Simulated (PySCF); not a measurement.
C₅H₇O₂, doublet, at a GFN2-xTB geometry. Base run: SVWN5/cc-pVDZ (PySCF).

PySCF was given this input:
```python
from pyscf import gto, scf, dft

mol = gto.Mole()
mol.atom = '''
    C     2.11195230   -0.19220999   -0.82161277
    C     1.28119400    0.65807438    0.15110985
    O     1.80542757    1.47204699    0.89106210
    C    -0.07655084    0.38190941    0.01108749
    C    -1.14627151   -0.36861064    0.01829387
    C    -2.49271156    0.18424664   -0.36611982
    O    -1.11681300   -1.69078770    0.38266602
    H     3.15119605   -0.15348813   -0.50757084
    H     1.76057030   -1.21966291   -0.83790715
    H     2.01385765    0.23244421   -1.81839747
    H    -3.18779314    0.08752871    0.46837660
    H    -2.88771804   -0.36850187   -1.21952108
    H    -2.40922365    1.23280725   -0.63296863
    H    -2.01547985   -2.04166028    0.40161198
'''
mol.basis = 'cc-pvdz'
mol.spin = 1
mol.verbose = 3
mol.build()

mf = dft.UKS(mol)
mf.xc = 'lda,vwn'
mf.kernel()
```

Variants of this job, named by their change:

```json
[
 {"change": "base", "ΔE vs base (mEh)": "0.000", "fitting functions": "-", "dipole (D)": "4.90"},
 {"change": "auxbasis = default (with mf = mf.density_fit())", "ΔE vs base (mEh)": "-0.163", "fitting functions": "651", "dipole (D)": "4.90"},
 {"change": "auxbasis = autoaux", "ΔE vs base (mEh)": "-0.067", "fitting functions": "952", "dipole (D)": "4.90"},
 {"change": "auxbasis = cc-pvtz-ri", "ΔE vs base (mEh)": "-0.586", "fitting functions": "777", "dipole (D)": "4.90"},
 {"change": "auxbasis = cc-pvtz-jkfit", "ΔE vs base (mEh)": "-0.106", "fitting functions": "763", "dipole (D)": "4.90"},
 {"change": "auxbasis = def2-svp-ri", "ΔE vs base (mEh)": "-19.384", "fitting functions": "434", "dipole (D)": "4.90"},
 {"change": "auxbasis = def2-universal-jfit", "ΔE vs base (mEh)": "-0.252", "fitting functions": "420", "dipole (D)": "4.90"},
 {"change": "auxbasis = def2-universal-jkfit", "ΔE vs base (mEh)": "-0.135", "fitting functions": "655", "dipole (D)": "4.90"},
 {"change": "auxbasis = cc-pvdz-jkfit", "ΔE vs base (mEh)": "-0.163", "fitting functions": "651", "dipole (D)": "4.90"},
 {"change": "auxbasis = even-tempered beta=2.0", "ΔE vs base (mEh)": "-0.043", "fitting functions": "1008", "dipole (D)": "4.90"}
]
```

A fitting set is made for a task (jfit for Coulomb, jkfit for Coulomb and exchange, ri for correlation) and for a family of orbital bases.

Open shells are given as the SCF converged; they aren't shown to be the lowest states, and a large step between rows can be another state.
